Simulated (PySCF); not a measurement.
Sn(H)2(OH)(OMe) (CH₆O₂Sn), SMILES C[O][SnH2][OH].

Coordinates come from a B3LYP-D3(BJ)/def2-SVP optimisation. The structure was generated by enumeration; whether it is a known compound was not checked. The def2 effective core potentials stand for the cores of Sn; spin–orbit coupling is left out. The values are those of a single conformer.

Two levels are set side by side: TDDFT-PBE/def2-SVPD (PySCF) and TDDFT-ωB97X/def2-SVPD (PySCF). Vertical, same geometry. The lowest singlet is HOMO→LUMO 96 % with PBE and HOMO→LUMO 38 %, HOMO→LUMO+1 35 %, HOMO→LUMO+2 14 % with the other functional; states are paired by order. Differences are taken from unrounded values.

```
quantity                               TDDFT-ωB97X
-------------------------------------  -----------
lowest singlet excitation (eV)                6.30
lowest triplet excitation (TDA) (eV)          5.82
first bright state (f over 0.05) (eV)         6.77
its oscillator strength                       0.06
```

What does TDDFT-PBE give, and how far is it from TDDFT-ωB97X? (The exact figures need the calculation; the answer reports its results.)


```csv
quantity,TDDFT-PBE,TDDFT-PBE minus TDDFT-ωB97X
lowest singlet excitation (eV),4.78,-1.52
lowest triplet excitation (TDA) (eV),4.47,-1.35
first bright state (f over 0.05) (eV),6.05,-0.72
its oscillator strength,0.06,0.00
```

A lower first singlet is the usual sign of a functional without exact exchange. Differences between two approximate levels are no errors against the true value.

Rough cost on one machine, each run with all the roots and properties that it gave: TDDFT-ωB97X against TDDFT-PBE about 6 times.
